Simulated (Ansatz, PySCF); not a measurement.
Protons, H atoms and electrons added to or taken from [GeH4]. Isolated molecules, 0 K electronic values unless said otherwise. Strings in code marks are SMILES.

Quantity: vertical ionisation energy (energy after one electron is removed minus that of the parent at the parent's geometry), in eV.

Level 1: frozen-core CCSD(T)/cc-pVTZ // CAM-B3LYP-D3(BJ)/def2-TZVP (Ansatz, a program for electronic structure)
Level 2: TPSSh-D3(BJ)/def2-TZVP // CAM-B3LYP-D3(BJ)/def2-TZVP (PySCF)
Level 3: B3LYP/6-31G* // CAM-B3LYP-D3(BJ)/def2-TZVP (PySCF)
Level 4: HF/cc-pVTZ // CAM-B3LYP-D3(BJ)/def2-TZVP (Ansatz)

```tsv
species	level 2	level 3	level 4
`[GeH4]`	12.16	12.22	11.64
```

What does level 1 give for each?


- `[GeH4]`: 12.47
